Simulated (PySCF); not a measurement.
Bond length, frequency and bond energy of SbP by level of theory

State: ¹Σ⁺ (singlet), closed shell. Set-up: Sb def2-SVPD with ECP28, P def2-SVPD; scalar-relativistic core potentials (PySCF 2.14). De refers to Sb + P in their high-spin ground configurations, without counterpoise correction. A positive dipole means Sb(−)P(+).

| Level | Re (Å) | ωe (cm⁻¹) | De (eV) | μ (D) | CPU s a point (SCF and correlation, without the integrals) |
| --- | --- | --- | --- | --- | --- |
| RHF | 2.163 | 597 | 0.054 | -1.64 | 0.099 |
| RHF-MP2 | 2.272 | 435 | 3.04 | n/a | 0.16 |
| RHF-SCS-MP2 | 2.264 | 448 | 2.98 | n/a | n/a |
| RHF-CCSD | 2.228 | 509 | 2.44 | n/a | n/a |
| RHF-CCSD(T) | 2.251 | 479 | 2.83 | n/a | 2.5 |
| LDA | 2.208 | 517 | 4.80 | -1.34 | 0.52 |
| PBE | 2.228 | 504 | 3.86 | -1.48 | 0.81 |
| BP86 | 2.231 | 501 | 3.95 | -1.44 | 0.84 |
| r²SCAN | 2.209 | 526 | 3.36 | -1.51 | 1.2 |
| TPSSh | 2.208 | 526 | 3.46 | -1.56 | 1.4 |
| PBE0 | 2.197 | 541 | 3.32 | -1.55 | 1.4 |

Which functional lies closest to RHF-CCSD(T) in De, which farthest, and by how much do they differ from it?

Closest is PBE0 (-5.4 pm in Re, +12.9 % in ωe, +0.49 eV in De against RHF-CCSD(T) in the same basis), farthest LDA (-4.3 pm in Re, +7.9 % in ωe, +1.97 eV in De). CCSD(T) converges more slowly with the basis than the functionals do and binds too weakly in this one, so the order can change at the basis-set limit.

What does a quarter of exact exchange do here, going from PBE to PBE0?

PBE0 less PBE: -3.1 pm in Re, +7.3 % in ωe, -0.54 eV in De. Exact exchange removes part of the self-interaction that spreads semilocal densities, and in most molecules shortens and stiffens the bond and lowers De; so it does here.

What does the gradient correction do here, going from LDA to PBE?

PBE less LDA: +2.0 pm in Re, -2.5 % in ωe, -0.94 eV in De. The gradient correction favours the more uneven density of free atoms, so it tends to lengthen bonds and takes away much of the overbinding of LDA; so it does here.

Correlated steps freeze 9 core orbitals. Correlated levels converge slowly with the basis: in double zeta they bind strong bonds too weakly, by up to about 1 eV, and carry superposition errors of some tenths. Spin–orbit coupling is left out, which matters for elements this heavy, above all for dissociation energies. Where the molecule has an RHF reference, its open-shell atoms are computed with UHF.

The whole job (state search and all levels along the bond) took about 2.5 min on 1 thread of Arm Neoverse V1 (shared host), peak memory 0.72 GiB.
